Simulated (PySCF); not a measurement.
C3H5BF2O, SMILES CB(O)/C(F)=C\F. Heavy atoms are numbered as in [CH3:1][B:2]([OH:3])/[C:4]([F:5])=[CH:6]\[F:7]. Hydrogens are named by the atom that carries them.

Coordinates come from a PBE0-D3(BJ)/def2-SVP optimisation. The structure was generated by enumeration; whether it is a known compound was not checked. The values are those of a single conformer.

These are PBE/pcSseg-1 in PySCF values and carry that method's errors.

GIAO shieldings, no solvent; atoms alike by connectivity are averaged. δ = σ(ref) − σ: ¹³C against TMS (σ = 182.0 ppm); ¹¹B against BF3 (σ = 83.9 ppm); ¹⁷O against H2O (σ = 334.3 ppm); ¹⁹F against CFCl3 (σ = 133.6 ppm); ¹H against TMS (σ = 31.49 ppm), references at their B3LYP-D3(BJ)/def2-TZVP geometries, non-relativistic.

Computed chemical shifts:
```json
[
 {"nucleus": "¹³C", "atoms": "C6 (CH)", "count": "1", "δ (ppm)": "168.0"},
 {"nucleus": "¹³C", "atoms": "C4", "count": "1", "δ (ppm)": "167.7"},
 {"nucleus": "¹³C", "atoms": "C1 (CH3)", "count": "1", "δ (ppm)": "9.8"},
 {"nucleus": "¹¹B", "atoms": "B2", "count": "1", "δ (ppm)": "30.2"},
 {"nucleus": "¹⁷O", "atoms": "O3 (OH)", "count": "1", "δ (ppm)": "203.4"},
 {"nucleus": "¹⁹F", "atoms": "F7", "count": "1", "δ (ppm)": "-170.2"},
 {"nucleus": "¹⁹F", "atoms": "F5", "count": "1", "δ (ppm)": "-207.3"},
 {"nucleus": "¹H", "atoms": "H on C6", "count": "1", "δ (ppm)": "8.08"},
 {"nucleus": "¹H", "atoms": "H on O3", "count": "1", "δ (ppm)": "5.63"},
 {"nucleus": "¹H", "atoms": "H on C1", "count": "3", "δ (ppm)": "0.91"}
]
```
